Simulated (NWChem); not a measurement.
InICl₂; SMILES [Cl][In]([Cl])[I]

```xyz
4

In     0.0000     0.0000     0.7239
Cl     0.0000    -1.9867     1.9394
Cl     0.0000     1.9867     1.9394
I      0.0000     0.0000    -1.9134
```
Atoms are numbered in this order, from 1.

All runs: NWChem. Coordinates come from a PBE0/def2-SVP optimisation. def2 effective core potentials on In, I; no spin-orbit coupling. B3LYP is NWChem's, with the RPA form of VWN correlation.

Question: Predict the results for B3LYP/def2-SVP (core potentials). Quantities: highest occupied level (eV); orbital gap (eV); dipole (D).

Answer: 
```json
{
  "highest occupied level (eV)": "-7.92",
  "orbital gap (eV)": "4.67",
  "dipole (D)": "1.18"
}
```
